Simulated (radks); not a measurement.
Values are calculated unless marked as measured or tabulated.
Problem. Neutral manganese, [Ar] 3d5 4s2. Level of theory: non-relativistic Kohn-Sham, PBE, spin-polarised, spherical densities, point nucleus (a radial shooting solver on a logarithmic mesh with Libxc functionals). Every spin shell is full or empty, so the densities are truly spherical. Functionals are evaluated on that one density, not self-consistently. Rank these orbital-free kinetic functionals by their error against the exact value of the orbitals, and give that value: Thomas-Fermi, von Weizsacker, TF + vW, TF + vW/9, TF + vW/5, APBEK, Perdew 92, Thakkar, Pearson, PG1, DePristo-Kress, Ernzerhof.

Solution. Exact: 1149.84 hartree. From best to worst, with 100 (|E| - |E exact|)/|E exact| (equal figures are ties): APBEK +0.09, DePristo-Kress -0.09, Ernzerhof -0.32, Thakkar -0.39, Perdew 92 -0.76, TF + vW/9 -0.77, Pearson -1.33, TF + vW/5 +3.92, Thomas-Fermi -6.63, PG1 +20.28, TF + vW +46.10, von Weizsacker -47.28.
